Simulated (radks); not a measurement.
Question: Valence configurations of Dy II (all share [Xe]). Calculated with a radial shooting solver on a logarithmic mesh with Libxc functionals: scalar-relativistic Kohn-Sham, r2SCAN, spin-polarised, spherical densities, finite nucleus; open shells are filled with parallel spins first (spin-orbit coupling, left out, can overturn this in heavy ions); meta-GGA in the generalised Kohn-Sham scheme; Fermi nuclear charge, rms radius 5.2218 fm. Order these by energy: 4f11; 4f10 6s1; 4f10 5d0.5 6s0.5; 4f10 6p1; 4f9 6s1 6p1; 4f9 5d2; 4f9 6s2; 4f8 5d2 6s1; 4f9 5d1 6s1; 4f10 5d1.

Answer: From the lowest, in eV above it: 4f10 6s1 0.000; 4f10 5d0.5 6s0.5 1.159; 4f9 5d1 6s1 1.579; 4f9 6s2 1.793; 4f10 5d1 2.219; 4f9 5d2 3.008; 4f10 6p1 3.504; 4f11 4.006; 4f9 6s1 6p1 4.575; 4f8 5d2 6s1 6.913. NIST lists [Xe] 4f10 6s1 as the ground configuration; this level of theory agrees among the configurations tried. The energies are those of spherical high-spin densities, not of single terms.
